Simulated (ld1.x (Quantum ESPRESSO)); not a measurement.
# Reading a pseudo-wave (phosphorus)

Columns: radius, all-electron u(r) and pseudo u(r) of the 3s shell (level -23.31 eV) of phosphorus in the configuration [Ne] 3s2 3p2; BP86, non-relativistic, TM scheme, ld1.x (Quantum ESPRESSO) 7.5.

```csv
r (bohr),all-electron,pseudo
0.072,0.1906,0.0714
0.145,-0.0206,0.1371
0.217,-0.2358,0.1893
0.290,-0.3615,0.2259
0.362,-0.3906,0.2457
0.435,-0.3465,0.2532
0.507,-0.2552,0.2545
0.580,-0.1356,0.2571
0.652,-0.0061,0.2675
0.725,0.1258,0.2917
0.798,0.2512,0.3341
0.870,0.3643,0.3952
0.942,0.4646,0.4713
1.015,0.5523,0.5527
1.088,0.6259,0.6259
1.160,0.6852,0.6852
1.232,0.7320,0.7320
1.305,0.7677,0.7677
1.378,0.7924,0.7924
1.450,0.8072,0.8072
1.522,0.8137,0.8137
1.595,0.8129,0.8129
1.668,0.8057,0.8057
1.740,0.7934,0.7934
1.812,0.7767,0.7767
1.885,0.7562,0.7562
```

(1) How many radial nodes do the two functions have?

(2) At about which radius was the pseudo-wave matched?

(3) Is the pseudo-wave norm-conserving?

Answers

(1) The all-electron 3s function has n − l − 1 = 2; the pseudo-wave has 0, since the states of the same l below it are removed with the core.

(2) 1.10 bohr. The columns agree to 0.0005 from 1.01 bohr on; several derivatives are matched, so the curves merge somewhat inside the radius.

(3) Yes: the TM scheme keeps the norm inside the radius equal to the all-electron one, which fixes the energy derivative of the logarithmic derivative at the level.
